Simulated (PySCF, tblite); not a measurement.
Isomers of C6H15OPS, one GFN2-xTB conformer each. Single-point energies are computed at PBE0/pcSseg-1 (PySCF, gas phase, no added dispersion term), electronic only.

**Question.** Rank them by PBE0/pcSseg-1 energy, lowest first (kJ/mol).
A. `[CH3:1][CH2:2][CH2:3][P@@H:4](=[S:5])[CH2:6][CH2:7][CH2:8][OH:9]` with C1–C2–C3–P4 62°, C2–C3–P4–S5 46°, C3–P4–C6–C7 147°, P4–C6–C7–C8 51°, C6–C7–C8–O9 58°
B. `[CH3:1][S:2][CH2:3][P@@H:4](=[O:5])[CH2:6][CH:7]([CH3:8])[CH3:9]` with C1–S2–C3–P4 -76°, S2–C3–P4–O5 71°, C3–P4–C6–C7 -169°, P4–C6–C7–C8 176°
C. `[CH3:1][CH2:2][C:3]([CH3:4])([CH3:5])[P@@H:6](=[S:7])[CH2:8][OH:9]` with C1–C2–C3–C4 61°, C2–C3–P6–S7 -170°, C3–P6–C8–O9 178°, P6–C8–O9–H 50°
D. `[CH3:1][C:2]([CH3:3])([CH3:4])[CH2:5][P@H:6](=[S:7])[CH2:8][OH:9]` with C2–C5–P6–S7 -94°, C5–P6–C8–O9 179°, P6–C8–O9–H -50°
E. `[CH3:1][CH2:2][CH2:3][P@@:4]([CH3:5])(=[O:6])[CH2:7][S:8][CH3:9]` with C1–C2–C3–P4 173°, C2–C3–P4–C5 -179°, C3–P4–C7–S8 163°, P4–C7–S8–C9 73°

**Answer.** E (0.0), A (24.6), D (42.3), B (42.9), C (44.9).

As drawn, the lowest has a P=O bond, which the highest lacks; the highest has an O–H bond, which the lowest lacks. Neighbours under 10 kJ/mol apart (CC(C)(C)C[P@H](=S)CO and CSC[P@@H](=O)CC(C)C; CSC[P@@H](=O)CC(C)C and CCC(C)(C)[P@@H](=S)CO) can change places with a better method, another conformer or zero-point energy. GFN2-xTB itself gives, in the same order: 3.3, 65.0, 61.9, 0.0, 65.6. GFN2-xTB puts CSC[P@@H](=O)CC(C)C lowest instead; measured from each level's own lowest isomer, the values differ by up to 42.9 kJ/mol (CSC[P@@H](=O)CC(C)C: 0.0 against 42.9).

**Question.** Which frontier levels, dipoles and rotational constants go with these structures?

**Answer.** 
| SMILES | HOMO (eV, PBE0/pcSseg-1) | LUMO (eV) | dipole (D) | A, B, C (MHz) |
| --- | --- | --- | --- | --- |
| CCC[P@@](C)(=O)CSC | -6.32 | 0.74 | 2.78 | 2032, 601.7, 570.1 |
| CCC[P@@H](=S)CCCO | -6.86 | 0.45 | 5.25 | 2071, 652.3, 565.2 |
| CC(C)(C)C[P@H](=S)CO | -6.66 | 0.49 | 4.53 | 1874, 666.6, 562.6 |
| CSC[P@@H](=O)CC(C)C | -6.39 | 0.73 | 2.84 | 3065, 491.0, 471.5 |
| CCC(C)(C)[P@@H](=S)CO | -6.61 | 0.54 | 4.62 | 1436, 914.6, 694.0 |

**Question.** What happens when harmonic zero-point energies from GFN2-xTB frequencies are added?

**Answer.** 
```tsv
SMILES	ZPE (kJ/mol)	electronic (kJ/mol)	with ZPE (kJ/mol)
CCC[P@@](C)(=O)CSC	523.1	0.0	0.0
CCC[P@@H](=S)CCCO	528.2	24.6	29.6
CC(C)(C)C[P@H](=S)CO	524.7	42.3	43.9
CSC[P@@H](=O)CC(C)C	523.5	42.9	43.3
CCC(C)(C)[P@@H](=S)CO	525.6	44.9	47.4
```

The zero-point energies span 5.1 kJ/mol. The lowest isomer stays, but the order above it changes.

**Question.** As an exercise, what shares would exp(−E/RT) give at 1000 K from these electronic energies alone (no entropy, no degeneracies)?

**Answer.** RT = 8.314 kJ/mol: CCC[P@@](C)(=O)CSC 93.6 %, CCC[P@@H](=S)CCCO 4.9 %, CC(C)(C)C[P@H](=S)CO 0.6 %, CSC[P@@H](=O)CC(C)C 0.5 %, CCC(C)(C)[P@@H](=S)CO 0.4 %.
